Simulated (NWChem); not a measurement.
# Basis-set convergence for CH5FSi

SMILES: FC[SiH3]
```xyz
8

F     -1.4535    -0.7711     0.0000
C     -0.7893     0.4381     0.0000
Si     1.0902     0.1460     0.0000
H     -1.0954     1.0197    -0.8884
H     -1.0954     1.0197     0.8884
H      1.4823    -0.6222     1.2171
H      1.4823    -0.6222    -1.2171
H      1.7812     1.4720     0.0000
```
Charge 0, spin multiplicity 1.

The numbers come from NWChem runs, not from measurements. Structure: optimised with PBE0/def2-SVP, a minimum by its harmonic frequencies.

Quantity: LUMO energy at the level B3LYP.

B3LYP has NWChem's definition, with VWN1-RPA local correlation. The Pople sets run with spherical d functions. The structure started from a generated list of species.

```json
[
 {"basis": "6-31+G*", "functions": "68", "LUMO energy (eV)": "-0.25"},
 {"basis": "cc-pVDZ", "functions": "71", "LUMO energy (eV)": "?"},
 {"basis": "pcseg-1", "functions": "71", "LUMO energy (eV)": "0.38"},
 {"basis": "def2-SVPD", "functions": "107", "LUMO energy (eV)": "?"},
 {"basis": "6-311++G**", "functions": "109", "LUMO energy (eV)": "?"},
 {"basis": "aug-pcseg-1", "functions": "118", "LUMO energy (eV)": "-0.40"},
 {"basis": "def2-TZVP", "functions": "129", "LUMO energy (eV)": "0.25"},
 {"basis": "pcseg-2", "functions": "164", "LUMO energy (eV)": "-0.01"},
 {"basis": "cc-pVTZ", "functions": "164", "LUMO energy (eV)": "0.35"},
 {"basis": "def2-TZVPP", "functions": "174", "LUMO energy (eV)": "0.24"}
]
```

**Question.** Some entries are withheld; supply them.

**Answer.** 
- cc-pVDZ, LUMO energy (eV): 0.80
- def2-SVPD, LUMO energy (eV): 0.07
- 6-311++G**, LUMO energy (eV): -0.36

This LUMO lies above zero in the largest set, so its value hangs on the diffuse functions.
